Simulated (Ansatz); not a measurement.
A trace of molecular dynamics of BBrF2H2 (6 atoms, charge 0, multiplicity 1).

The calculation used Ansatz, RKS B3LYP/def2-mTZVP.

```yaml
ensemble: NVE (velocity Verlet)
starting_velocities_drawn_for: 100 K
seed: 2833
```

```
time (fs)  T (K)  potential energy less start (eV)  conserved less start (meV/atom)
        0    100                             0.000                             0.00
        4     73                             0.014                             0.01
        8     89                             0.006                             0.01
       12    160                            -0.031                             0.02
       16    386                            -0.148                             0.01
       20    762                            -0.342                             0.03
       24   1391                            -0.668                            -0.06
       28   1749                            -0.853                            -0.02
       32   2025                            -0.996                            -0.02
       36   2188                            -1.080                            -0.02
       40   2182                            -1.076                            -0.01
       44   2189                            -1.080                            -0.01
       48   2228                            -1.100                            -0.02
       52   2146                            -1.058                            -0.01
       56   2080                            -1.024                             0.01
       60   2222                            -1.097                            -0.03
       64   2315                            -1.145                             0.01
       68   2359                            -1.168                            -0.01
       72   2432                            -1.206                            -0.03
       76   2470                            -1.225                             0.01
       80   2493                            -1.237                            -0.03
       84   2430                            -1.205                            -0.01
       88   2464                            -1.222                             0.00
       92   2537                            -1.260                            -0.02
       96   2551                            -1.267                            -0.01
      100   2645                            -1.316                            -0.02
```

Task: Is this trajectory sound?

Result: The conserved energy stayed within 0.063 meV per atom of its start (net change -0.017 meV per atom), so the integration is sound. The kinetic energy rose, since the run started high on the potential surface and went downhill. It ends in pieces (BF2H + BrH), so much of that is their flight and rotation, not heat. A run of 0.1 ps of so small a system gives no equilibrium averages. The orbitals stay closed-shell, which can raise the energy where a bond breaks towards radicals; this wasn't checked here. The time step was 0.5 fs.

Run time: 5.9 min on 2 threads of Intel(R) Xeon(R) Platinum 8488C (Sapphire Rapids) (shared host), peak memory 0.21 GiB.
